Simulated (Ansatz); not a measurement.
Cost and result for the atomization energy of `[BH2][SnH2][AlH][CH3]` (12 atoms, 11 bonds).

Cartesian coordinates in Å:
```
B -1.7333 -1.7716 -1.3152
Sn 0.4056 -1.3029 -0.9314
Al 0.6041 1.2253 -0.0894
C 0.5732 1.6681 1.8112
H -2.4368 -2.1662 -0.4333
H -2.2242 -1.5504 -2.3819
H 1.3627 -1.5036 -2.3386
H 1.0708 -2.3328 0.2678
H 0.7086 2.3924 -1.1680
H -0.3611 2.1899 2.0510
H 0.6442 0.7955 2.4633
H 1.3861 2.3564 2.0645
```

Charge 0, multiplicity 1. Correlated methods include outer-core shells of Sn, which these sets cover unevenly. Sn takes the def2 core potential. All single points use the PBE0-D4/def2-TZVP geometry. It is one conformer, not always the lowest. Program: Ansatz. All runs use 4 threads of an INTEL XEON PLATINUM 8581C on a shared host. Times are those of one run each, without the atoms' runs, and a repeat can differ threefold. Electronic energies, without spin–orbit coupling; frozen cores. CCSD(T)/CBS adds CCSD(T) − MP2 in def2-TZVPP to the MP2 limit, and its time is that of the two runs behind it. T1 = 0.014. With those shells the extrapolation isn't a true limit. B3LYP takes the VWN-RPA correlation (the form of Gaussian; ORCA's B3LYP/G).

CCSD(T)/CBS is a level of theory with its own doubt, some kJ/mol a heavy atom from the limit and from the frozen cores, so smaller differences don't rank the functionals.

| level | functions | wall time | atomization (kJ/mol) | difference from CCSD(T)/CBS | per bond |
| --- | --- | --- | --- | --- | --- |
| LDA (SPW92)/def2-TZVPP | 266 | 0.8 s | 3945.6 | 394.7 | 35.9 |
| BLYP-D4/def2-TZVPP | 266 | 1.2 s | 3494.9 | -56.0 | -5.1 |
| BHLYP-D4/def2-TZVPP | 266 | 1.8 s | 3497.5 | -53.4 | -4.9 |
| CAM-B3LYP-D4/def2-TZVPP | 266 | 2.1 s | 3552.6 | 1.7 | 0.2 |
| B3LYP-D4/def2-TZVPP (with forces) | 266 | 2.8 s | 3537.6 | -13.3 | -1.2 |
| B2PLYP/def2-TZVPP | 266 | 3.1 s | 3491.7 | -59.2 | -5.4 |
| CCSD(T)/def2-SVP | 112 | 3.1 s | 3350.9 | -200.0 | -18.2 |
| PBE-QIDH/def2-TZVPP | 266 | 3.3 s | 3513.2 | -37.7 | -3.4 |
| B97M-V/def2-TZVPP | 266 | 4.2 s | 3590.3 | 39.4 | 3.6 |
| ωB97M-V/def2-TZVPP (with forces) | 266 | 6 s | 3542.3 | -8.6 | -0.8 |
| MP2/def2-QZVPP | 506 | 14 s | 3494.2 | -56.7 | -5.2 |
| CCSD(T)/def2-TZVPP | 266 | 77 s | 3471.8 | -79.1 | -7.2 |
| CCSD(T)/CBS(def2) | – | 91 s | 3550.9 | 0.0 | 0.0 |

At CCSD(T), def2-SVP lies −200.0 kJ/mol from the extrapolated value and def2-TZVPP −79.1 kJ/mol: correlation converges slowly with the basis, and small sets miss more of it in the bonded molecule than in its fragments. From r2SCAN to r2SCAN0 (25 % exact exchange), in def2-TZVPP and without D4, the atomization energy moves by −24.9 kJ/mol: exact exchange takes away binding that semilocal exchange gives to molecules. The D4 term adds +35.0 kJ/mol with B3LYP and +18.7 kJ/mol with PBE0; it sums over pairs of atoms, weighted by their polarisabilities, and B3LYP, whose exchange is more repulsive, gets the larger term.

Spin–orbit coupling would lower the free Sn atoms strongly, and the atomization energy with them, by more than many differences here. For some Ge, Se and Sn compounds the MP2-based and the directly extrapolated limit differ by 10 to 25 kJ/mol.
